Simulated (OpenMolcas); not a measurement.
An OpenMolcas run meant for Ar4+ (ANO-RCC-VDZP, X2C; inactive shells 1s 2s 2p 3s; intended active space 2 electrons in 3 orbitals (3p)). One step of its input:

```
&RASSCF
FileOrb=start.orb
Symmetry=1
Spin=3
nActEl=2 0 0
Inactive=3 3
Ras2=0 3
CIRoot=6 6 1
SDav=3
CIMx=300
Iter=71 100
PrWF=0.3
OrbListing=Nothing
MaxOrb=0
Atom
>>> COPY $Project.JobIph JOB001
```

Lines from the output:

```
...
      Number of secondary orbitals               9
      Spin quantum number                      1.0
      State symmetry                             1
Orbital specifications:
      -----------------------

      Symmetry species                           1   2
                                                ag  au
      Frozen orbitals                            0   0
      Inactive orbitals                          3   3
      Active orbitals                            0   3
      RAS1 orbitals                              0   0
      RAS2 orbitals                              0   3
      RAS3 orbitals                              0   0
      Secondary orbitals                         6   3
      Deleted orbitals                           0   0
      Number of basis functions                  9   9
      Number of CSFs                             3
      Number of root(s) required                 6
 ************ ERROR ***********
  You can't ask for more roots
  than there are configurations
 ******************************
--- Stop Module: rasscf at  /rc=_RC_INPUT_ERROR_ ---
.####################.
.# User input error #.
.####################.
```

Problem. What is wrong with the input?

Solution. CIRoot asks for more roots than the active space has configuration state functions.
